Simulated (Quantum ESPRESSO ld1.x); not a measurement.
Species: the xenon ion Xe+. Configuration: [Kr] 4d9.5 5s2 5p5 4f0.5 (fractional occupations, a model configuration).

Method: scalar-relativistic Kohn-Sham, exchange-only B88, spin-unpolarised, spherical densities, point nucleus; computed with ld1.x of Quantum ESPRESSO 7.5.

Energy parts (hartree):
part                  energy
total              -7443.516
kinetic             7830.786
electron-nucleus  -17987.171
Hartree             2896.680
exchange            -183.811

Orbitals (lengths in bohr, moments of r in powers of bohr; <r^-3> diverges for s and p1/2; r(max) is where P^2 peaks; r(90%) holds 90 % of the orbital's charge):
orbital	occ.	eigenvalue (hartree)	r(max)	<r^-3>	r(90%)
1s	2	-1264.05	0.01715	-	0.0480
2s	2	-197.291	0.09696	-	0.177
2p	6	-177.105	0.07779	6172	0.163
3s	2	-40.8630	0.2789	-	0.450
3p	6	-34.3452	0.2728	1191	0.456
3d	10	-24.6799	0.2258	164.1	0.441
4s	2	-7.87044	0.6601	-	1.03
4p	6	-5.79953	0.6920	240.5	1.11
4d	9.5	-2.77679	0.7449	25.82	1.32
5s	2	-1.19729	1.588	-	2.58
5p	5	-0.73141	1.826	29.53	3.10
4f	0.5	-0.06629	9.189	0.01878	15.1

The highest occupied level is 4f at -1.804 eV. Summed over all electrons, <r^2> = 107.4 bohr^2, which gives a Langevin (diamagnetic) susceptibility term of -85.1 x 10^-6 cm^3/mol.

Run on one thread of a shared host, so times are rough (Intel(R) Xeon(R) Processor @ 2.60GHz): 1.4 s of CPU time, 1.4 s wall, 130 iterations on 2075 mesh points.
